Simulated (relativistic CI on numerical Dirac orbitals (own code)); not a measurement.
**Dy3+ (4f9) in a crystal field**

Calculated by Dirac-Coulomb-Breit CI, separate exchange-only KLI orbitals for each configuration, model QED, one configuration in a parametric crystal field, unscaled Slater integrals (own radial code).

Field parameters in Wybourne normalisation. The field is a parameter set, without covalency.

S is read from ⟨S²⟩ = S(S + 1).

Powder χT (cm³ K mol⁻¹) by Van Vleck's formula, with temperature-independent terms:

| Field | 2 K | 5 K | 10 K | 20 K | 50 K | 100 K | 200 K | 300 K |
| --- | --- | --- | --- | --- | --- | --- | --- | --- |
| D3d, B20 = 1870, B40 = -30, B43 = 1310, B60 = -510, B63 = 300, B66 = -610 cm⁻¹ | 12.3 | 12.3 | 12.4 | 12.5 | 12.7 | 13.1 | 13.6 | 13.8 |
| D3h, B20 = 690, B40 = -180, B60 = -250, B66 = 790 cm⁻¹ | 12.4 | 12.4 | 12.6 | 12.8 | 13.4 | 13.7 | 13.9 | 14 |

Q: For D3h, B20 = 690, B40 = -180, B60 = -250, B66 = 790 cm⁻¹: what effective moment follows at 300 K?

A: μ_eff = √(8χT) = 10.57 μB. The LS value g√(J(J + 1)) of the free ion's ⁶H°15/2 level is 10.65 μB.
